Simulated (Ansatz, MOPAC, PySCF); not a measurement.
Species: sulfur difluoride, SF2, charge 0, multiplicity 1. SMILES: FSF
Structure (B3LYP-D3(BJ)/def2-TZVP (Ansatz, a program for electronic structure) minimum search):
```xyz
3

F     -1.2130    -0.5047     0.0161
S     -0.0057     0.5532     0.0075
F      1.2232    -0.4788    -0.0294
```
Charge 0, spin multiplicity 1.

Unscaled harmonic wavenumbers (cm⁻¹) in rising order, each level at the stationary point that it reaches from this structure (no distance between atoms moves by over 0.3 Å); the order of modes can differ between levels, and a negative number is imaginary. B3LYP-D3(BJ)/def2-TZVP (PySCF, at the structure above): 343, 795, 826.

PM3 (MOPAC): 308, 737, 760. Zero-point energy 2.6 against 2.8 kcal/mol; where all levels lie over 400 cm⁻¹, the wavenumbers are on average 0.923 times those of B3LYP-D3(BJ)/def2-TZVP.

PM6 (MOPAC): 215, 615, 658. Zero-point energy 2.1 against 2.8 kcal/mol; where all levels lie over 400 cm⁻¹, the wavenumbers are on average 0.785 times those of B3LYP-D3(BJ)/def2-TZVP.

HF/3-21G (Ansatz): 339, 901, 915. Zero-point energy 3.1 against 2.8 kcal/mol; where all levels lie over 400 cm⁻¹, the wavenumbers are on average 1.120 times those of B3LYP-D3(BJ)/def2-TZVP.
